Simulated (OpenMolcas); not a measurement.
## Multiplet structure of P³⁺

```json
{"Program": "OpenMolcas 26.06", "Method": "MS-CASPT2, IPEA 0.25 Eh, imaginary shift 0.1 Eh (closed shells correlated: 2s 2p)", "Basis": "ANO-RCC-VQZP [6s5p3d2f1g]", "Scalar Hamiltonian": "DKH2, point nucleus", "Active space": "2 electrons in 4 orbitals (3s 3p)", "State averaging": "2S+1 = 3 even, 3 roots; 2S+1 = 1 even, 7 roots; 2S+1 = 3 odd, 3 roots; 2S+1 = 1 odd, 3 roots", "Spin-orbit coupling": "state interaction with AMFI integrals over the reference wave functions, term energies averaged over their components"}
```

Spin-free terms above the lowest, with the occupations of the reference:

```tsv
Configuration	Term	E (cm-1)	Occupations
3s2	1S	0.0	3s 1.91 3p 0.09
3s 3p	3P*	67937	3s 1.00 3p 1.00
3s 3p	1P*	107583	3s 1.00 3p 1.00
3p2	3P	165845	3p 2.00
3p2	1D	166569	3p 2.00
3p2	1S	195847	3s 0.09 3p 1.91
```

With spin-orbit coupling, above the lowest level:

| Configuration | Term | J | E (cm-1) | Measured (cm-1) | g | Term weight % |
| --- | --- | --- | --- | --- | --- | --- |
| 3s2 | 1S | 0 | 0.0 | 0.0 |  | 100 |
| 3s 3p | 3P* | 0 | 67538 | 67918 |  | 100 |
| 3s 3p | 3P* | 1 | 67735 | 68146 | 1.501 | 100 |
| 3s 3p | 3P* | 2 | 68136 | 68615 | 1.501 | 100 |
| 3s 3p | 1P* | 1 | 107585 |  | 1.000 | 100 |
| 3p2 | 3P | 0 | 165446 | 164941 |  | 100 |
| 3p2 | 3P | 1 | 165650 | 165185 | 1.501 | 100 |
| 3p2 | 3P | 2 | 165924 | 165654 | 1.425 | 85 |
| 3p2 | 1D | 2 | 166686 | 158142 | 1.076 | 85 |
| 3p2 | 1S | 0 | 195857 | 194592 |  | 100 |

Against the 8 measured excited levels shown (Martin, Zalubas and Musgrove, J. Phys. Chem. Ref. Data 14, 751 (1985)) the mean absolute deviation is 1500 cm-1; the largest miss in energy is 3p2 1D2: computed 166686, measured 158142 cm-1 (+5.4 %). Levels of one J stand in another order than measured, so their pairing by name is doubtful.

Over all roots computed the reference weight is 0.92 to 0.99; the roots of lowest weight are the least certain, and an intruder state may touch them. Some levels mix across a computed gap that differs much from the measured one, so their mixing is not that of the real levels. The ¹D term of p² mixes with s d, which this space lacks. Computed and measured levels are paired by configuration, term and J; levels that our copy of the source lacks, or whose pairing is in doubt (as where it misses far off the trend of its configuration), stay unpaired and out of the deviations. Only configurations of the active space appear.

The term weight is that of the spin-free term in the level, not the purity of its configuration. * marks odd parity.
